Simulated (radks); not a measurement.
Results of a calculation; reference values are marked as such.
The rhenium ion Re4+, 71 electrons, occupied as [Xe] 4f13 5d4 (not the ground configuration).

Level of theory: Dirac Kohn-Sham, BLYP, spin-unpolarised, spherical densities, finite nucleus; open shells are shared between the two j in proportion to 2j + 1; Fermi nuclear charge, rms radius 5.3698 fm (a radial shooting solver on a logarithmic mesh with Libxc functionals).

Energy parts (eV):
part                       energy
total                  -454726.66
kinetic                 514018.63
electron-nucleus      -1133494.07
Hartree                 173778.38
exchange-correlation     -9029.61

Orbitals (lengths in bohr, moments of r in powers of bohr; <r^-3> diverges for s and p1/2; r(90%) holds 90 % of the orbital's charge):
orbital,occ.,eigenvalue (eV),<1/r>,r(90%),<r^-3>,<r^2>
1s1/2,2,-71595.35,88.71,0.0329,-,0.0004481
2s1/2,2,-12452.53,21.63,0.118,-,0.006820
2p1/2,2,-11920.78,21.60,0.104,-,0.004859
2p3/2,4,-10480.86,18.04,0.115,17110,0.006057
3s1/2,2,-2927.637,7.941,0.290,-,0.04449
3p1/2,2,-2689.609,7.858,0.281,-,0.04076
3p3/2,4,-2376.964,6.936,0.302,3891,0.04731
3d3/2,4,-1975.968,6.830,0.275,674.1,0.03659
3d5/2,6,-1908.112,6.614,0.281,570.5,0.03839
4s1/2,2,-655.2867,3.349,0.631,-,0.2184
4p1/2,2,-555.8180,3.241,0.646,-,0.2245
4p3/2,4,-482.3916,2.921,0.693,915.3,0.2589
4d3/2,4,-318.7345,2.712,0.735,140.1,0.2791
4d5/2,6,-305.1003,2.636,0.751,116.1,0.2917
4f5/2,5.57143,-98.6435,2.221,0.912,22.39,0.3852
4f7/2,7.42857,-96.0259,2.191,0.925,21.36,0.3961
5s1/2,2,-133.9570,1.337,1.45,-,1.156
5p1/2,2,-102.8935,1.217,1.59,-,1.368
5p3/2,4,-90.8975,1.107,1.72,147.9,1.599
5d3/2,1.6,-48.6677,0.8422,2.30,14.14,2.700
5d5/2,2.4,-47.3198,0.8195,2.35,11.58,2.833

The highest occupied level is 5d5/2 at -47.320 eV. The density falls to 0.001 e/bohr^3 at r = 3.21 bohr.
